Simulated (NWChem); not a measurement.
System: InH, singlet; SMILES [InH]

Here is an NWChem input.

```
start job
memory heap 200 mb stack 900 mb global 1100 mb
geometry units angstroms noautosym nocenter noautoz
  In     0.000000     0.000000    -0.014080
  H      0.000000     0.000000    -1.877363
end
basis spherical
  * library def2-svpd
end
ecp
  In library def2-ecp
end
dft
  xc b3lyp
  iterations 150
end
tddft
  cis
  nroots 6
  notriplet
end
task tddft energy
```

Low-valent species are run as closed-shell singlets; no triplet was tried in these runs. The geometry was optimised at PBE0/def2-SVP. def2 effective core potentials on In; no spin-orbit coupling.

Vertical excitations in the gas phase.

### Question
Predict the main results of this run. (B3LYP/def2-SVPD with def2 effective core potentials on In, TDA.) Quantities: lowest excitation, singlet (eV); oscillator strength of that lowest state; lowest state with f > 0.02, singlet (eV); oscillator strength of that bright state; orbital gap (eV).

### Answer
```json
{
 "lowest excitation, singlet (eV)": "2.80",
 "oscillator_strength_of_that_lowest_state": "0.034",
 "lowest state with f > 0.02, singlet (eV)": "2.80",
 "oscillator_strength_of_that_bright_state": "0.034",
 "orbital gap (eV)": "3.57"
}
```
